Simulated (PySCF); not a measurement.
H2Sn, SMILES [SnH2+], charge +1, multiplicity 2.

Coordinates come from a PBE0-D3(BJ)/def2-TZVPD optimisation. The def2 effective core potentials stand for the cores of Sn; spin–orbit coupling is left out.

Level of theory: PBE0-D3(BJ)/def2-TZVPD run with PySCF.

Frequencies are harmonic and unscaled.

```csv
mode,ν (cm⁻¹),IR (km/mol),moving atoms (share of kinetic energy)
1,676,27.5,H 99 %
2,1787,2.1,H 100 %
3,1875,8.6,H 99 %
```
